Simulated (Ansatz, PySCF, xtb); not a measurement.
Process, species as SMILES: FS(F)(F)(F)(F)F + 4 [H][H] (H2) -> 6 F (HF) + S (H2S)
Structures are relaxed separately at B3LYP-D3(BJ)/def2-TZVP in Ansatz (a program for electronic structure). Frequencies are from Ansatz or PySCF.

Property: energy of full hydrogenation (enthalpy at 298 K, with B3LYP-D3(BJ) rigid-rotor harmonic-oscillator terms), in eV. Valence correlation only, unless marked. No spin-orbit coupling. Non-relativistic. Basis-set limits of correlation are two-point, X^-3; Hartree-Fock from the larger set. [CCSD(T)-MP2]/basis is that difference in the basis named.

```
level                                                                 program  energy of full hydrogenation (eV)
-------------------------------------------------------------  --------------  ---------------------------------
GFN1-xTB                                                                  xtb                              -4.93
BLYP-D3(BJ)/def2-TZVPD                                         Ansatz + dftd3                              -4.46
BLYP-D4/def2-TZVPD                                             Ansatz + dftd4                              -4.36
r2SCAN/def2-TZVPD                                                      Ansatz                              -3.43
B97M-V/def2-TZVPD                                                      Ansatz                                ___
B3LYP-D4/def2-TZVPD                                            Ansatz + dftd4                              -4.44
PBE0-D3(BJ)/def2-TZVP                                          Ansatz + dftd3                              -3.83
TPSSh-D3(BJ)/def2-TZVPD                                         PySCF + dftd3                              -3.41
r2SCANh-D4/def2-TZVPD                                          Ansatz + dftd4                              -3.57
HSE06/def2-TZVPD                                                       Ansatz                              -4.32
wB97X/def2-TZVPD                                                       Ansatz                              -4.28
B2GP-PLYP-D3(BJ)/def2-TZVPD                                    Ansatz + dftd3                              -4.43
B2GP-PLYP/def2-TZVPD                                                   Ansatz                              -4.49
RPA@PBE/cc-pV(Q+d)Z                                                    Ansatz                              -4.50
SCS-MP2/cc-pV(T+d)Z                                                    Ansatz                              -4.44
RI-MP2/CBS(cc-pV(T+d)Z,cc-pV(Q+d)Z)+[CCSD(T)-MP2]/cc-pV(T+d)Z          Ansatz                                ___
```

Q: What belongs in the gaps?

A: 
- B97M-V/def2-TZVPD, energy of full hydrogenation (eV): -3.80
- RI-MP2/CBS(cc-pV(T+d)Z,cc-pV(Q+d)Z)+[CCSD(T)-MP2]/cc-pV(T+d)Z, energy of full hydrogenation (eV): -4.60
